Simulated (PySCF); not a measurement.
# C₆ coefficients of unlike pairs at PBE0

Calculated with PySCF 2.14 from the dipole response of each species, C₆(A,B) = (3/π) ∫ α_A(iu) α_B(iu) du, in atomic units, from isotropic polarisabilities. For ions this is the dispersion term alone; charge-induced terms of lower order in 1/R come first.

```csv
species,configuration,basis,relativity,α (bohr³),C₆ (like pair)
Fe,[Ar] 3d6 4s2 (5D),aug-cc-pVDZ-DK (7s6p4d2f),spin-free X2C,64.54,581.6
Si²⁺,[Ne] 3s2 (1S),aug-cc-pwCVDZ (6s5p3d),none,11.91,41.22
Tc⁺,[Kr] 4d5 5s1 (7S),aug-cc-pVTZ-DK (9s8p6d3f2g),spin-free X2C,36.15,267.9
V⁺,[Ar] 3d4 (5D),aug-cc-pVDZ-DK (7s6p4d2f),spin-free X2C,15.90,58.07
```

Estimate C₆ for Tc⁺ with Si²⁺.

The integral gives 104.1. The combination rule 2 C_A C_B / (C_A α_B/α_A + C_B α_A/α_B) gives 103.5 and the geometric mean 105.1.

No spin-orbit coupling is included.

The other pairs:

| pair | C₆ |
| --- | --- |
| Si²⁺, Fe | 147.6 |
| Tc⁺, Fe | 385.7 |
| V⁺, Tc⁺ | 124.0 |
| V⁺, Si²⁺ | 48.22 |
| V⁺, Fe | 174.9 |
